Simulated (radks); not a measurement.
Values are calculated unless marked as measured or tabulated.
Species: Au XIV. Configuration: [Kr] 4d10 4f(5/2: 5, 7/2: 8) 5s2 5p(1/2: 2, 3/2: 3) (not the ground configuration). Code: a radial shooting solver on a logarithmic mesh with Libxc functionals. Model: Dirac Kohn-Sham, BLYP, spin-unpolarised, spherical densities, finite nucleus; Fermi nuclear charge, rms radius 5.4371 fm.

Radial electron density D(r) = 4 pi r^2 rho(r):

| r (bohr) | D(r) (e/bohr) |
|---|---|
| 0.001637 | 21.56 |
| 0.002131 | 30.70 |
| 0.002797 | 43.11 |
| 0.003672 | 58.56 |
| 0.004781 | 75.69 |
| 0.006275 | 93.44 |
| 0.008171 | 107.4 |
| 0.01073 | 114.3 |
| 0.01408 | 111.9 |
| 0.01833 | 104.4 |
| 0.02406 | 101.9 |
| 0.03133 | 114.1 |
| 0.04113 | 137.0 |
| 0.05398 | 146.6 |
| 0.07029 | 130.4 |
| 0.09226 | 115.0 |
| 0.1211 | 129.0 |
| 0.1577 | 134.2 |
| 0.207 | 97.02 |
| 0.2695 | 74.54 |
| 0.3538 | 86.96 |
| 0.4643 | 73.71 |
| 0.6046 | 40.41 |
| 0.7936 | 21.14 |
| 1.042 | 10.63 |
| 1.356 | 3.017 |
| 1.78 | 0.3191 |
| 2.318 | 0.01120 |

D(r) has 4 maxima, at r = 0.0114, 0.0519, 0.144, 0.374 bohr, and minima at 0.0224, 0.0930, 0.267 bohr, inside which lie 2.03, 11.08, 30.10 electrons.
